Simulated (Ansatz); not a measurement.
C2H6BrNSi (SMILES C=C[SiH](N)Br), singlet, geometry from GFN2-xTB, atoms displaced at random by about 0.08 Å a coordinate; PBE/STO-3G, gradient run with Ansatz (a quantum-chemistry and plane-wave program).

Here is a job for Ansatz.
Ansatz 0.2 input:
```yaml
crystal:
  periodic: [false, false, false]
  atoms:
    - {symbol: Si, position_ang: [-0.40842874, -0.17390192, 0.74591787]}
    - {symbol: N, position_ang: [-0.02077528, -2.12877711, 0.78933322]}
    - {symbol: Br, position_ang: [1.36769009, 0.76751405, -0.28419377]}
    - {symbol: C, position_ang: [-1.84954490, 0.07791025, -0.57184604]}
    - {symbol: C, position_ang: [-2.89156828, -0.74290405, -0.84678708]}
    - {symbol: H, position_ang: [-0.66693014, 0.13684072, 2.03603725]}
    - {symbol: H, position_ang: [-0.27760234, -2.62142563, -0.13341701]}
    - {symbol: H, position_ang: [0.46983734, -2.55769243, 1.22040201]}
    - {symbol: H, position_ang: [-1.92432952, 1.06261195, -0.99117346]}
    - {symbol: H, position_ang: [-3.74888927, -0.58721720, -1.53879471]}
    - {symbol: H, position_ang: [-2.88249208, -1.69115975, -0.37424582]}
basis:
  gaussian:
    orbitals: STO-3G
hamiltonian:
  xc: pbe
output: {forces: true}
```

### Question
Write the output that Ansatz gives for this input, abridged.

### Answer

```
Functional definition: PBE
562 factors; integrals over basis functions are off by at most 4.6e-5 eV
mean field evaluation 1: about -80654.2641 eV, gradient 3.3e1 eV
mean field evaluation 2: about -80610.3800 eV, gradient 1.1e2 eV
mean field evaluation 4: about -80658.1036 eV, gradient 3.5e0 eV
mean field evaluation 8: about -80658.0489 eV, gradient 1.7e-1 eV
mean field -80658.04900590 eV, -2964.1286289776 hartree, gradient 4.3e-5 eV, S^2 0.000000; 0 other end points of the search recorded, 0 dependent functions left out
the calculation of the forces begins
reference -80658.04903124 eV, -2964.1286299089 hartree; 37, 37 occupied and 11, 11 virtual orbitals, 562 factors
Total energy: -80658.04903124 eV, -2964.1286299089 hartree
Atom 0 at    -0.408429    -0.173902     0.745918 Å, force     1.051891    -6.286478    -4.896250 eV/Å
Atom 1 at    -0.020775    -2.128777     0.789333 Å, force   -20.417529    18.944638   -18.209596 eV/Å
Atom 2 at     1.367690     0.767514    -0.284194 Å, force    -0.205946     0.244774     0.507760 eV/Å
Atom 3 at    -1.849545     0.077910    -0.571846 Å, force    -0.325636    -0.746166     1.604011 eV/Å
Atom 4 at    -2.891568    -0.742904    -0.846787 Å, force     0.894465     0.877685    -0.158502 eV/Å
Atom 5 at    -0.666930     0.136841     2.036037 Å, force    -0.509953     1.276340     3.038518 eV/Å
Atom 6 at    -0.277602    -2.621426    -0.133417 Å, force     0.545370     0.921055     1.553005 eV/Å
Atom 7 at     0.469837    -2.557692     1.220402 Å, force    18.385530   -15.078201    16.368902 eV/Å
Atom 8 at    -1.924330     1.062612    -0.991173 Å, force     0.388869     1.379477    -0.696397 eV/Å
Atom 9 at    -3.748889    -0.587217    -1.538795 Å, force     0.486648     0.450939     0.136339 eV/Å
Atom 10 at    -2.882492    -1.691160    -0.374246 Å, force    -0.293710    -1.984063     0.752210 eV/Å
Dipole moment:    -0.262225    -0.055661     0.151335 e Å
```
